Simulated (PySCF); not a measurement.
Species: (Cl2Ga-mu-NH2)3.
Cartesian coordinates in Å at the PBE0-D3(BJ)/def2-SVP level; atoms count from 1:
```
atom  x, y, z in Å
Ga1    1.7993   -0.4194   -0.2287
Cl2    2.3457    1.5197    0.5819
Cl3    3.3127   -1.8327   -0.8150
N4     0.7389    0.1155   -1.7987
Ga5   -1.1405    0.5221   -1.3783
Cl6   -1.9828   -1.4780   -1.3528
Cl7   -1.9058    2.0055   -2.7363
N8    -1.1088    1.2250    0.4590
Ga9   -0.7843   -0.1103    1.8859
Cl10  -2.6035   -1.1919    2.2700
Cl11   0.1621    0.8291    3.5736
N12    0.5220   -1.2937    0.9857
H13    0.7361   -0.6281   -2.5017
H14    1.2036    0.9174   -2.2319
H15   -1.9977    1.6953    0.6487
H16   -0.3815    1.9442    0.5474
H17    1.0474   -1.8057    1.6992
H18   -0.0192   -1.9972    0.4698
```

The calculation used PBE0-D3(BJ)/def2-SVP geometry optimisation, gas phase in PySCF 2.14.0.

**Question.** Which atoms are bound to Ga1, and at what distances?

**Answer.** 4 atoms: N12 1.967 Å, N4 1.969 Å, Cl3 2.152 Å, Cl2 2.172 Å. The nearest atom not counted as bound is H14, at 2.48 Å (others tie with it).

**Question.** List the angles at Ga1.

**Answer.** 
```csv
angle,degrees,distance of the outer atoms (Å)
Cl2–Ga1–Cl3,120.7,3.76
Cl3–Ga1–N4,109.9,3.37
Cl3–Ga1–N12,109.4,3.36
Cl2–Ga1–N12,109.3,3.38
N4–Ga1–N12,105.3,3.13
Cl2–Ga1–N4,101.0,3.20
```

**Question.** What is the shape at Ga1?

**Answer.** Distorted tetrahedral: angles from 101.0° to 120.7°; τ4 = (360° − α − β)/141° = 0.92 with α and β the two widest (0 for a square, 1 for a tetrahedron). The Ga–Cl distances aren't all alike: 2.152 to 2.172 Å.

**Question.** What are the other bond lengths?

**Answer.** N8–Ga9, Ga9–N12 1.980 Å. (A selection.)

**Question.** Give some angles away from the centre.

**Answer.** Ga1–N4–Ga5 113.6°, Cl6–Ga5–Cl7 120.3°, Ga5–N8–Ga9 115.8°, N8–Ga9–N12 100.6°, Cl10–Ga9–Cl11 116.8°.

Charge 0, singlet. No PBE0-D3(BJ)/def2-SVP frequencies stand behind this structure, so it isn't proved a minimum.

On 2 threads of an Intel Xeon 6975P-C, shared host with 192 logical CPUs at a one-minute load of 18, this took 6.3 min wall, 14 min CPU and 3.5 GiB of memory at its peak. That covers the optimisation of the geometry.

One conformer stands for the species.
